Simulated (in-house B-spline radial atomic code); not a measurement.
Spin-orbit splittings of orbital energies (j = l + 1/2 less j = l - 1/2) and ratios of mean radii (lower j over upper j) along the 25-electron series, configuration [Ar] 3d7. Computed with a B-spline radial code for spherical atoms: Dirac-Hartree-Fock, average of the configuration, finite nuclei.

| ion | Z | splitting of 3p (eV) | radius ratio of 3p | splitting of 2p (eV) | radius ratio of 2p | splitting of 3d (eV) | radius ratio of 3d |
| --- | --- | --- | --- | --- | --- | --- | --- |
| Xe29+ | 54 | 69.851 | 0.96639 | 328.39 | 0.94426 | 15.066 | 0.98829 |
| Cs30+ | 55 | 76.4 | 0.96515 | 356.38 | 0.94207 | 16.553 | 0.98784 |
| Ba31+ | 56 | 83.419 | 0.96387 | 386.24 | 0.93984 | 18.147 | 0.98738 |
| La32+ | 57 | 90.934 | 0.96256 | 418.04 | 0.93756 | 19.853 | 0.9869 |
| Ce33+ | 58 | 98.971 | 0.96121 | 451.88 | 0.93522 | 21.677 | 0.98642 |
| Pr34+ | 59 | 107.56 | 0.95984 | 487.86 | 0.93284 | 23.624 | 0.98593 |
| Nd35+ | 60 | 116.72 | 0.95843 | 526.09 | 0.9304 | 25.7 | 0.98542 |
| Pm36+ | 61 | 126.49 | 0.957 | 566.68 | 0.92791 | 27.909 | 0.98491 |
| Sm37+ | 62 | 136.89 | 0.95553 | 609.73 | 0.92537 | 30.259 | 0.98438 |
| Eu38+ | 63 | 147.97 | 0.95402 | 655.37 | 0.92278 | 32.755 | 0.98385 |
| Gd39+ | 64 | 159.75 | 0.95248 | 703.71 | 0.92013 | 35.403 | 0.98331 |
| Tb40+ | 65 | 172.26 | 0.95091 | 754.9 | 0.91742 | 38.209 | 0.98275 |
| Dy41+ | 66 | 185.55 | 0.9493 | 809.04 | 0.91466 | 41.18 | 0.98219 |
| Ho42+ | 67 | 199.64 | 0.94765 | 866.29 | 0.91184 | 44.322 | 0.98161 |
| Er43+ | 68 | 214.59 | 0.94597 | 926.79 | 0.90896 | 47.641 | 0.98103 |
| Tm44+ | 69 | 230.43 | 0.94425 | 990.69 | 0.90602 | 51.145 | 0.98044 |
| Yb45+ | 70 | 247.2 | 0.9425 | 1058.14 | 0.90303 | 54.841 | 0.97983 |
| Lu46+ | 71 | 264.94 | 0.9407 | 1129.31 | 0.89997 | 58.735 | 0.97922 |

(1) With what power of Z does the column «splitting of 3p (eV)» change over this range?

Answers

(1) A fit of the logarithm of its size against log Z from Z = 54 to 71 has slope 4.87. An unscreened hydrogenic electron would give 4 at low Z; screening makes the apparent power larger near the neutral end, and relativity raises it again at high Z.
